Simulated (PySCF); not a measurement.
Species: C5H5O2 (charge -1).
SMILES with atom numbers: `[CH2:1]=[C:2]1[CH2:3][C@H:4]1[C:5](=[O:6])[O-:7]` (hydrogens: H8, H9 on C1; H10, H11 on C3; H12 on C4)

Computed, not measured: PBE0-D3(BJ)/def2-SVP geometry optimisation, gas phase in PySCF 2.14.0.

Task: Give the optimised bond lengths and angles.

Result: 
```tsv
bond	length (pm)	order
C1=C2	132.9	double
C2–C3	145.9	single
C3–C4	152.6	single
C4–C5	157.3	single
C5=O6	124.0	double
C5–O7	124.3	single
C2–C4	145.6	single
C1–H8	109.5	single
C1–H9	109.6	single
C3–H10	109.8	single
C3–H11	109.8	single
C4–H12	109.6	single
```

Orders are formal, as drawn. A selection of angles:
```tsv
angle	degrees
C2–C1–H8	121.2
C2–C1–H9	121.3
H8–C1–H9	117.5
C1–C2–C3	147.7
C1–C2–C4	149.1
C3–C2–C4	63.1
C2–C3–C4	58.3
C2–C3–H10	119.3
C2–C3–H11	116.4
C4–C3–H10	121.2
C4–C3–H11	110.8
H10–C3–H11	117.4
C3–C4–C5	117.0
C3–C4–H12	120.0
C5–C4–H12	113.8
C2–C4–C3	58.5
C2–C4–C5	119.2
C2–C4–H12	117.6
C4–C5–O6	113.7
C4–C5–O7	115.2
O6–C5–O7	131.1
```

Torsions: C1–C2–C3–C4 -177° (antiperiplanar); C2–C3–C4–C5 -109° (anticlinal); C3–C4–C5–O6 -167° (antiperiplanar); C1–C2–C4–C3 177° (antiperiplanar).

C5 (carboxylate carbon) is planar (angles 131.1°, 115.2° and 113.7°, sum 360.0°, 0.00 Å off the plane of its three neighbours). The C–C distances run from 1.329 Å (C1=C2, drawn double) to 1.573 Å (C4–C5, drawn single), a spread of 0.244 Å. The 3-membered ring C2–C3–C4 has internal angles of 58.3° to 63.1°. Of the pairs four or more bonds apart, O7···H11 is among the closest relative to their van der Waals radii: 2.34 Å, 86 % of the sum of Bondi's values. C2 (fully substituted alkene carbon) is planar (angles 149.1°, 147.7° and 63.1°, sum 359.9°, 0.02 Å off the plane of its three neighbours). C1 (terminal =CH2 carbon) is planar (angles 121.3°, 121.2° and 117.5°, sum 360.0°, 0.01 Å off the plane of its three neighbours).

Point group: C1 (no symmetry element, even within 0.4 Å). Whether it is a minimum is left open (no frequencies). The geometry's basis has no diffuse functions, a weakness for an anion.

One conformer stands for the species.
